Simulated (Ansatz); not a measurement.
`Cc1ccccc1-c1ccccc1`, charge 0, multiplicity 1.

Problem. Give a relaxed structure at PBE0-D4/def2-TZVP (Ansatz 0.2.0). (An estimate is asked.)

Solution. The calculation gave: 
Z-matrix (Å, degrees):
```
C
C 1 1.500
H 1 1.094 2 111.7
H 1 1.091 2 110.3 3 119.2
H 1 1.091 2 111.8 3 -120.0
C 2 1.392 1 119.1 3 -94.5
C 2 1.403 1 122.4 3 87.1
C 6 1.385 2 121.9 1 -178.7
H 6 1.085 2 118.7 1 0.6
C 7 1.395 2 119.3 1 177.9
C 7 1.479 2 122.3 1 -1.3
C 8 1.386 6 119.6 2 0.6
H 8 1.084 6 120.0 2 -179.9
H 10 1.085 7 118.6 2 179.8
C 11 1.394 7 121.5 2 -55.8
C 11 1.394 7 120.1 2 125.9
H 12 1.084 8 120.5 6 179.8
C 15 1.385 11 120.8 7 -178.5
H 15 1.084 11 119.4 7 0.2
C 16 1.386 11 120.9 7 178.7
H 16 1.085 11 119.1 7 -2.1
C 18 1.387 15 120.2 11 -0.2
H 18 1.084 15 119.7 11 179.5
H 20 1.084 16 119.8 11 179.5
H 22 1.084 18 120.2 15 -179.8
```
This is one stationary point; other conformers may exist.
